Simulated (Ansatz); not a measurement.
Basis-set extrapolation for C$_{2}$HBF$_{2}$, SMILES `C#CB(F)F` (PBE0-D4/def2-TZVP geometry, frozen core, Ansatz). Multiplicity 1, RHF reference.

```tsv
	def2-TZVPP	def2-QZVPP
HF	-300.086042	-300.099080
MP2 correlation	-0.879084	-0.952775
CCSD(T) correlation	-0.923322	not run
```

Energies in hartree. Use E(X) = E(∞) + A·exp(−7.88·√X) for Hartree–Fock and E(X) = E(∞) + B·X^(−2.97) for correlation, with X = 3 and 4, and add CCSD(T) minus MP2 of the smaller set to the MP2 limit.

Task: What is the CCSD(T) energy at the basis-set limit?

Result: HF limit: -300.099080 + (-0.013038) × 0.13774 = -300.10088. MP2 limit: -0.952775 + (-0.073691) × 0.74074 = -1.00736. Higher-order term: -0.923322 − (-0.879084) = -0.04424. Total: -301.15248 hartree, 375.8 kJ/mol below CCSD(T)/def2-TZVPP.
